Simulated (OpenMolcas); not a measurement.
## Dy⁴⁺: the spin-orbit constant, worked from levels

| Quantity | Value |
| --- | --- |
| Program | OpenMolcas 26.06 |
| Basis | ANO-RCC-VTZP [8s7p5d3f2g1h] |
| Scalar Hamiltonian | DKH2, point nucleus |
| Active space | 8 electrons in 7 orbitals (4f) |
| State averaging | 2S+1 = 7 even, 7 roots; 2S+1 = 5 even, 140 roots (126 in the spin-orbit step); 2S+1 = 3 even, 588 roots (308 in the spin-orbit step); 2S+1 = 1 even, 490 roots (173 in the spin-orbit step) |
| Spin-orbit coupling | RASSI with atomic mean-field integrals over the reference wave functions, term energies averaged over their components |

Methods: CASSCF; SS-CASPT2, IPEA 0.25 Eh, imaginary shift 0.1 Eh (closed shells correlated: 5s 5p).

**The spin-orbit constant.** For the Hund term ⁷F of f8, E(J) = (A/2) J(J+1) + constant and ζ = -2S·A = -6A. From J = 0 to J = 6 the energy changes by 21 A.

| Source | E(6) - E(0) | A | ζ |
| --- | --- | --- | --- |
| CASSCF | -7071.7 | -336.7 | 2020 |
| SS-CASPT2 | -7018.3 | -334.2 | 2005 |

All in cm-1. Both methods take the spin-orbit matrix elements from the reference wave functions, so the second can move ζ only through the term energies and any multistate remixing. Second-order mixing with other terms is absorbed into this ζ.

Term energies are means over components that CASPT2 splits; among the terms shown or strongly mixed into the levels shown the widest spread is 63 cm-1 (4f⁸ ⁷F, SS-CASPT2). High states are left out of the spin-orbit mixing, which shifts the levels that they would mix with. Without dynamic correlation excited terms often stand tens of per cent too high (terms of higher spin than the ground term too low), and those without a measured partner can miss by more than the paired ones (holds for CASSCF). Only configurations of the active space appear.
